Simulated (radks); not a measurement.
The numbers below are computed, except where a source is named.
Question: The mean radii <r> (bohr) of the occupied orbitals of an atom or ion are listed with their occupations. Level of theory: Dirac Kohn-Sham, BP86, spin-unpolarised, spherical densities, finite nucleus; Fermi nuclear charge, rms radius of each element as measured or else 0.836 A^(1/3) + 0.57 fm (a radial shooting solver on a logarithmic mesh with Libxc functionals).

orbital  occ.      <r>
1s1/2       2  0.02665
2s1/2       2   0.1142
2p1/2       2  0.09619
2p3/2       4   0.1020
3s1/2       2   0.3060
3p1/2       2   0.2961
3p3/2       4   0.3078
3d3/2       4   0.2787
3d5/2       6   0.2824
4s1/2       2   0.7160
4p1/2       2   0.7447
4p3/2       4   0.7723
4d3/2       4   0.8643
4d5/2       6   0.8747
5s1/2       2    1.710
5p1/2       2    1.896

Name the element and its charge. Open shells, if any, fill j = l - 1/2 first.

Answer: Z = 54, xenon, charge +4: Xe4+ in [Kr] 4d10 5s2 5p2. The 1s radius gives Z: for a bare nucleus <r> = (2 gamma + 1)/(2Z) with gamma = sqrt(1 - (Z/c)^2), 0.02628 bohr for Z = 54, and screening makes it slightly larger (0.02665 here). The occupations add up to 50, and the charge is Z minus that.
